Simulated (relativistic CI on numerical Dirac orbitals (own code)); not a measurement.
Computed by Dirac-Coulomb-Breit CI, orbitals from a KLI potential per configuration, model QED, unscaled Slater integrals (own radial code, finite nucleus).

Configurations in the expansion (outside the closed core [Ar] 3d10): 4s²4p³, 4s4p⁴, 4s²4p²4d, 4p⁵, 4s4p³4d, 4s²4p²4f, 4s4p³4f, 4p⁴4d, 4s4p²4d², 4s²4p4d4f, 4p⁴4f, 4p³4d4f, 4s4p²4f², 4s²4p²5s, 4p⁴5s, 4s²4p²5p, 4s4p²4d5s, 4s²4p4f5s, 4s4p³5s, 4s²4p²5d, 4s4p³5p, 4s²4p²5f, 4s²4p²5g, 4s4p³5d, 4p³4f5s, 4s4p³5f, 4s²4p²6s, 4s²4p4d², 4s²4d³, 4s4p4d³, 4s²4d²4f, 4s4p4d²4f, 4s²4d²5s, 4p³4d², 4p²4d³, 4p²4d²4f, 4p²4d²5s, 4s²4p4f², 4s²4d4f², 4s4p4d4f², 4s²4f³, 4s4p4f³, 4s²4f²5s, 4p³4f², 4p²4d4f², 4p²4f³, 4p²4f²5s, 4s4p²4d4f, 4s4p4d4f5s, 4s²4p4d5s, 4s4p4d²5s, 4s²4d4f5s, 4s²4d5s², 4p³4d5s, 4p²4d4f5s, 4p²4d5s², 4s4p²4f5s, 4s4p4f²5s, 4s4p4f5s², 4s²4p5s², 4s4p4d5s², 4s²4f5s². Double excitations out of closed p, d and f shells are left out; levels of such configurations are missing from the list, as are those of other unlisted configurations, and high levels can miss mixing partners. These lack a partner that the ground configuration has and come out too high: 4s²4p²5p, 4s²4p²5d, 4s4p³5p, 4s²4p²5f, 4s²4p²5g.

At this charge energies of transitions that change n are usually good to better than 1 %, and those within a shell (Δn = 0) to a few per cent.

Outline of the computed level scheme of Yb XXXVIII. Lowest level of each configuration: 4s²4p³ ²P°3/2 at 0.000 eV; 4s²4p²4d ²D3/2 at 139.351 eV; 4s4p⁴ ⁴P5/2 at 148.728 eV; 4s4p³4d ⁴D°5/2 at 289.446 eV.

Some strong electric-dipole decays among the lowest 45 levels: 4s²4p²4d ²D3/2 → 4s²4p³ ²P°3/2 (1.5e+12 s⁻¹); 4s²4p²4d ²D5/2 → 4s²4p³ ²P°3/2 (1.1e+12 s⁻¹); 4s²4p²4d ²P1/2 → 4s²4p³ ²P°3/2 (1.1e+12 s⁻¹); 4s²4p²4d ⁴P1/2 → 4s²4p³ ⁴S°3/2 (1.1e+12 s⁻¹); 4s²4p²4d ²D3/2 → 4s²4p³ ²P°1/2 (9.9e+11 s⁻¹); 4s²4p²4d ²D3/2 → 4s²4p³ ⁴S°3/2 (8.7e+11 s⁻¹); 4s²4p²4d ²P1/2 → 4s²4p³ ²P°1/2 (7.4e+11 s⁻¹); 4s²4p²4d ²F7/2 → 4s²4p³ ²D°5/2 (7.1e+11 s⁻¹).

LS names give the leading component of a level, which can be under half, so a name can repeat, a term be missing and a line seem to break the LS rules.
